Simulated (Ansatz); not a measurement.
Problem. Name a neutral molecule of C, Ge, N and H with zero-point energy (PBE0-D4/def2-TZVP) between 213 and 229 kJ/mol and size of the dipole moment (PBE/def2-TZVPP) between 1.25 and 1.55 D (Ansatz, PBE0-D4/def2-TZVP geometry).

Solution. `C=[C](N)[GeH3]` (216.5 kJ/mol, 1.51 D); `[CH3][GeH]1[CH2][NH]1` (227.1 kJ/mol, 1.31 D). Other molecules can fit too; these were computed, each in one conformer that needn't be the lowest.
